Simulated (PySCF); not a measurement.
## SMILES C#CC=C=CC#C, C₇H₄

Geometry (Å), atoms numbered from 1 in this order:
```xyz
11

C     3.2016    0.3009   -0.6763
C     2.2490   -0.3163   -0.2487
C     1.1540   -1.0632    0.2738
C    -0.1076   -0.8327   -0.0201
C    -1.3715   -0.6178   -0.3158
C    -2.2279    0.2582    0.4116
C    -2.9815    0.9964    1.0100
H     4.0396    0.8530   -1.0592
H     1.3886   -1.8832    0.9678
H    -1.8040   -1.1433   -1.1795
H    -3.6420    1.6529    1.5454
```

The calculation used TDDFT CAM-B3LYP/def2-TZVPD circular dichroism and optical rotation, one conformer, gas phase (PySCF 2.14.0). Geometry: PBE0-D3(BJ)/def2-SVP.

No stereocentre is labelled: unless the shape is locked (an allene, a helicene, a hindered biaryl), the mirror image is equally populated and a measured rotation or CD is zero.

**Question.** Draw the ECD and absorption spectra from the lowest 12 states, each a Gaussian of half-width 0.25 eV at 1/e height.

**Answer.** 
```
E (eV)  λ (nm)  Δε (L mol⁻¹ cm⁻¹)  ε (L mol⁻¹ cm⁻¹)
  4.46     278              +0.03             0.309
  4.56     272              +0.11               1.3
  4.66     266              +0.35              4.03
  4.76     260              +0.78              9.47
  4.86     255              +1.25              21.7
  4.96     250              +1.45              83.6
  5.06     245              +1.03               454
  5.16     240              -0.48              2120
  5.26     235              -4.57              7370
  5.36     231             -13.27             18700
  5.46     227             -25.46             34700
  5.56     223             -33.81             46700
  5.66     219             -30.91             45800
  5.76     215             -18.97             32800
  5.86     211              -7.33             17100
  5.96     208              -1.46              6520
  6.06     204              -0.02              1830
  6.16     201              +0.06               403
  6.26     198              +0.68               141
  6.36     195              +3.02               319
  6.46     192              +7.64              1190
  6.56     189             +12.68              3800
  6.66     186             +13.41              9480
  6.76     183              +6.89             17900
```
Δε uses R in velocity form, ε uses f in length form. Only the states computed contribute, so the short-wavelength end is incomplete.
